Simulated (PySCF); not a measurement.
GeOBr, SMILES [O]=[Ge][Br], multiplicity 2.

The structure is a stationary point at TPSSh-D3(BJ)/def2-TZVP.

Method: PySCF with TDA-LC-ωPBE/def2-SVPD.

Vertical excitations. 

```json
[
 {"state": "root 1", "energy (eV)": "1.95", "λ (nm)": "637", "f": "0.008", "main pairs": "β HOMO→LUMO 82 %"},
 {"state": "root 2", "energy (eV)": "2.08", "λ (nm)": "597", "f": "0.001", "main pairs": "β HOMO−1→LUMO 73 %, β HOMO−3→LUMO 23 %"},
 {"state": "root 3", "energy (eV)": "3.48", "λ (nm)": "356", "f": "0.010", "main pairs": "β HOMO−2→LUMO 84 %"},
 {"state": "root 4", "energy (eV)": "3.50", "λ (nm)": "354", "f": "0.000", "main pairs": "α HOMO→LUMO 9 %, β HOMO−3→LUMO 63 %, β HOMO−1→LUMO 22 %"},
 {"state": "root 5", "energy (eV)": "3.67", "λ (nm)": "338", "f": "0.044", "main pairs": "α HOMO−2→LUMO 6 %, β HOMO−4→LUMO 81 %"},
 {"state": "root 6", "energy (eV)": "3.76", "λ (nm)": "330", "f": "0.016", "main pairs": "α HOMO→LUMO 82 %, β HOMO−3→LUMO 8 %"},
 {"state": "root 7", "energy (eV)": "4.62", "λ (nm)": "268", "f": "0.003", "main pairs": "α HOMO−2→LUMO 26 %, α HOMO−3→LUMO 19 %, β HOMO−1→LUMO+1 33 %, β HOMO−3→LUMO+1 15 %"},
 {"state": "root 8", "energy (eV)": "4.78", "λ (nm)": "259", "f": "0.005", "main pairs": "α HOMO−1→LUMO 15 %, α HOMO−4→LUMO 6 %, β HOMO→LUMO+1 61 %, β HOMO−2→LUMO+1 9 %"},
 {"state": "root 9", "energy (eV)": "5.22", "λ (nm)": "237", "f": "0.005", "main pairs": "α HOMO−1→LUMO 62 %, α HOMO−4→LUMO 14 %, β HOMO→LUMO+1 18 %"},
 {"state": "root 10", "energy (eV)": "5.93", "λ (nm)": "209", "f": "0.039", "main pairs": "α HOMO→LUMO+1 69 %, β HOMO−5→LUMO 6 %, β HOMO−1→LUMO+1 6 %"}
]
```
Unrestricted roots are not spin-pure.
